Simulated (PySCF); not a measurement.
Working out the ionisation energy of Nb⁺

Nb⁺ [Kr] 4d4 (5D) → Nb²⁺ [Kr] 4d3 (4F). Calculation: PySCF 2.14, in def2-SVP with the def2 core potential (28 electrons); scalar relativity through the core potential. Frozen: 4s2 4p6. Energies in hartree (1 hartree = 27.21139 eV):

```
             part  Nb⁺ (lower)  Nb²⁺ (upper)
              UHF   -56.091567    -55.613090
MP2 opposite-spin     0.000000      0.000000
    MP2 same-spin    -0.022533     -0.008712
```

Q: What does Hartree-Fock give?

A: (-55.613090) − (-56.091567) = 0.478477 hartree = 13.020 eV.

Q: What do MP2 and SCS-MP2 (6/5 opposite-spin, 1/3 same-spin) give?

A: The opposite-spin parts differ by 0.000 eV and the same-spin parts by 0.376 eV. MP2: 13.020 + (0.000) + (0.376) = 13.396 eV. SCS-MP2: 13.020 + 1.2 × (0.000) + (0.376)/3 = 13.145 eV.

Reference: 14.32 eV (semi-empirical (NIST evaluation); NIST Atomic Spectra Database, ionization energies), between the lowest levels; spin-orbit coupling is absent from the calculation.

A double-zeta basis recovers only part of the correlation energy.

What remains against the reference includes basis incompleteness, the frozen core and correlation beyond second order.
